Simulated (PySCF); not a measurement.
C4H9PSi2: full NMR table

```
Formula                               : C4H9PSi2
SMILES                                : C#CC(=C)[SiH2][SiH2]P
Point group of the computed structure : C1
Carbon signals                        : 4
Proton signals                        : 6
```

Bonds (- single, = double, # triple, : aromatic): C1#C2, C2-C3, C3=C4, C3-Si5, Si5-Si6, Si6-P7. C1 carries H8; C4 carries H9, H10; Si5 carries H11, H12; Si6 carries H13, H14; P7 carries H15, H16. H10 is cis to C2; H9 is trans to C2.

Level of theory: GFN2-xTB geometry, σ from GIAO-PBE0/pcSseg-1, in PySCF (a single conformation, no solvent, one averaged value for each set of equivalent atoms, relativity neglected).

Shifts are taken against calculated references (same method and geometry level): TMS for $^{1}$H and $^{13}$C and $^{29}$Si; $^{31}$P against H3PO4.

| carbon | δC, type | δH (multiplicity) | HMBC from (2–3 bonds) | span of the C tensor (ppm) |
| --- | --- | --- | --- | --- |
| C1 | 92.5, CH | 3.05 (s) | – | 148 |
| C2 | 88.8, C | – | H10, H9, H11/H12, H8 | 308 |
| C3 | 132.2, C | – | H10, H9, H11/H12, H13/H14, H8 | 227 |
| C4 | 149.9, CH2 | H9 6.29 (br s); H10 6.60 (br s) | H11/H12 | 246 |

Other nuclei:
```json
{"atoms": "H11/H12", "nucleus": "$^{1}$H", "environment": "hydrogen on a silicon bonded to C, Si", "δ (ppm)": "4.39", "σ (ppm)": "27.33"}
{"atoms": "H13/H14", "nucleus": "$^{1}$H", "environment": "hydrogen on a silicon bonded to P, Si", "δ (ppm)": "4.03", "σ (ppm)": "27.69"}
{"atoms": "H15/H16", "nucleus": "$^{1}$H", "environment": "hydrogen on a phosphorus bonded to Si", "δ (ppm)": "1.05", "σ (ppm)": "30.67"}
{"atoms": "P7", "nucleus": "$^{31}$P", "environment": "phosphorus bonded to Si, 2 H", "δ (ppm)": "-293.9", "σ (ppm)": "612.3"}
{"atoms": "Si5", "nucleus": "$^{29}$Si", "environment": "silicon bonded to C, Si, 2 H", "δ (ppm)": "-56.2", "σ (ppm)": "405.3"}
{"atoms": "Si6", "nucleus": "$^{29}$Si", "environment": "silicon bonded to P, Si, 2 H", "δ (ppm)": "-94.1", "σ (ppm)": "443.2"}
```

- δC 149.9: terminal =CH2 carbon; the olefinic region.
- δC 132.2: fully substituted alkene carbon; as expected for a trigonal carbon in a double bond.
- δC 92.5: terminal alkyne carbon; the triple bond shields along its axis, which puts it between sp3 and sp2 carbons.
- δC 88.8: alkyne carbon; sp carbons lie upfield of alkene carbons because the cylindrical π system leaves one tensor component strongly shielded.
- δH 3.05: hydrogen on a terminal alkyne carbon; it lies on the axis of the triple bond, in its shielding cone.

Splittings by $^{31}$P in the carbon and heteronuclear signals aren't shown, as no couplings were computed. Shifts are as computed. Against solution values, carbons near 30 ppm lie about +3 ppm off and those near 130 ppm about +5 ppm. Of 1211 compounds with measured shifts, 218 miss one by over three times the rms of a fit or turn the order of signals round; such compounds aren't used in these exercises. Experimental scales use liquid or dissolved standards, which lie at an offset from isolated H3PO4. No couplings were computed; multiplicities are counted from neighbouring protons, with m where these are inequivalent, close in shift, in a saturated or five-membered ring or joined by F or P, and br s for small geminal =CH2 splittings.
